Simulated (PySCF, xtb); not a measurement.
Ge(H)(F)2(Me) (CH4F2Ge), SMILES [CH3][GeH]([F])[F].

Harmonic wavenumbers (cm⁻¹) from GFN2-xTB in xtb at its own minimum, in rising order: 69, 148, 169, 186, 469, 483, 570, 587, 596, 787, 792, 1292, 1416, 1422, 1937, 3001, 3031, 3036.

Task: What does PBE-D3(BJ)/def2-SVP (PySCF 2.14.0) give at its own minimum? (Estimate from the structure and the level; the computed values follow.)

Result: 70, 172, 204, 236, 599, 653, 690, 693, 704, 797, 814, 1208, 1377, 1377, 2110, 2993, 3105, 3111. Paired by order, the mean absolute difference is 71 cm⁻¹ and the zero-point energies are 28.6 and 29.9 kcal/mol.
